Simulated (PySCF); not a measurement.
SMILES C#C[SiH2][SiH2][SeH] (GFN2-xTB optimised geometry):

```
11

C      2.272    -0.673    -2.897
C      1.899    -0.667    -1.753
Si     1.309    -0.659     0.000
Si    -1.021    -0.659     0.000
Se    -1.913     1.472     0.000
H      2.604    -0.679    -3.896
H      1.913     0.516     0.639
H      1.823    -1.878     0.635
H     -1.651    -1.327    -1.142
H     -1.630    -1.190     1.219
H     -1.324     1.878    -1.241
```

Computed with PySCF with PBE0/def2-TZVP.

Q: What are the frontier orbital energies and the dipole moment?

A: HOMO-2 -8.41 eV, HOMO-1 -8.17 eV, HOMO -6.88 eV, LUMO -0.88 eV, LUMO+1 -0.55 eV; dipole moment 1.35 D.

Meta-Löwdin charges at PBE0/def2-TZVP: C1 -0.16, C2 -0.28, Si3 0.40, Si4 0.29, Se5 -0.23, H6 0.18, H7 -0.06, H8 -0.07, H9 -0.07, H10 -0.07, H11 0.07.
